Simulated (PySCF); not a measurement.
This PySCF input asks for the NMR shieldings of `[SiH2]1CBB(Cl)CC1`, C3H9B2ClSi; the geometry comes from GFN2-xTB.

```python
import basis_set_exchange as bse
import numpy as np
from pyscf import gto, dft
from pyscf.prop import nmr

atoms = """
Cl   -1.396474    2.393192   -1.838408
B    -0.731740    1.394661   -0.606046
B     0.707083    1.527275    0.181240
C     1.754203    0.403034   -0.054940
Si    0.850288   -1.137043    0.657272
C    -0.837995   -1.190058   -0.219111
C    -1.614075    0.139593   -0.133422
H     0.882589    2.246851    1.095696
H     2.718111    0.534203    0.431406
H     1.939383    0.166872   -1.102133
H     0.678557   -1.040953    2.114112
H     1.636383   -2.336429    0.336424
H    -0.685439   -1.433864   -1.273005
H    -1.459080   -1.990348    0.187317
H    -2.544785    0.039519   -0.699288
H    -1.904608    0.292440    0.911476
"""
names = dict.fromkeys(["Cl", "B", "C", "Si", "H"], "pcSseg-1")
basis = {el: gto.basis.parse(bse.get_basis(n, elements=[el], fmt="nwchem")) for el, n in names.items()}
mol = gto.M(atom=atoms, basis=basis, charge=0, verbose=0)
mf = dft.RKS(mol, xc="PBE0")
mf.grids.level = 2
mf.grids.alignment = dft.numint.BLKSIZE   # the property module wants whole blocks of grid points
mf.conv_tol = 1e-9
mf.kernel()

calc = nmr.RKS(mf)   # GIAO
C = mf.mo_coeff
Co = C[:, mf.mo_occ > 0]
resp = mf.gen_response(singlet=True, hermi=2)
def vind(x):   # induced exchange potential for any number of trial vectors
    d = np.einsum("pi,xij,qj->xpq", C, 2 * x.reshape(-1, C.shape[1], Co.shape[1]), Co, optimize=True)
    return np.einsum("xpq,pi,qj->xij", resp(d - d.transpose(0, 2, 1)), C, Co, optimize=True).ravel()
mo1, _ = nmr.rhf.solve_mo1(calc, with_cphf=vind)
sigma = calc.kernel(mo1)
for i, s in enumerate(sigma):   # ppm
    print("%2d %-2s %9.2f" % (i, mol.atom_pure_symbol(i), np.trace(s) / 3))
```

Task: What does it print?

Result: 
```
 0 Cl    648.49
 1 B      10.96
 2 B       9.88
 3 C     151.94
 4 Si    379.82
 5 C     176.36
 6 C     150.46
 7 H      22.69
 8 H      29.32
 9 H      29.48
10 H      27.46
11 H      26.95
12 H      30.94
13 H      30.61
14 H      29.70
15 H      30.05
```

These numbers come from an equivalent density-fitted implementation of the same equations, which agrees with the script to about 0.01 ppm for H and up to a few tenths of a ppm for heavy atoms, so last digits may differ.

Size and cost of the density-fitted run: 178 basis functions, 46 s wall time on 1 thread of an Arm Neoverse N1, shared host; peak memory 0.87 GiB.
